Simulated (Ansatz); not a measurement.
Ansatz (an electronic-structure program) input:

Ansatz 0.2 input:
```yaml
crystal:
  periodic: [false, false, false]
  atoms:
    - {symbol: C, position_ang: [-2.18910078, 0.36274567, -0.13749745]}
    - {symbol: C, position_ang: [-0.85669185, -0.17408258, 0.19336649]}
    - {symbol: O, position_ang: [0.20280012, 0.60195138, -0.20872666]}
    - {symbol: C, position_ang: [1.46079626, 0.11001104, -0.09343908]}
    - {symbol: O, position_ang: [1.74930725, -0.97526355, 0.32005058]}
    - {symbol: H, position_ang: [-2.38110981, 0.35651994, -1.22010480]}
    - {symbol: H, position_ang: [-2.96252823, -0.23797715, 0.34043826]}
    - {symbol: H, position_ang: [-2.29666517, 1.39838329, 0.19785954]}
    - {symbol: H, position_ang: [-0.63268146, -1.19496681, 0.45831838]}
    - {symbol: H, position_ang: [2.16610394, 0.87249321, -0.44168239]}
basis:
  gaussian:
    orbitals: 6-31G*
magnetization: {spin_polarized: true, initial_magnetization: 1}
correlation: {method: ccsd_t, electrons: outside_noble_gas}
```

Predict the final energy.

-266.96970 Eh (CCSD(T)/6-31G*).

It need not be the lowest isomer of its formula.
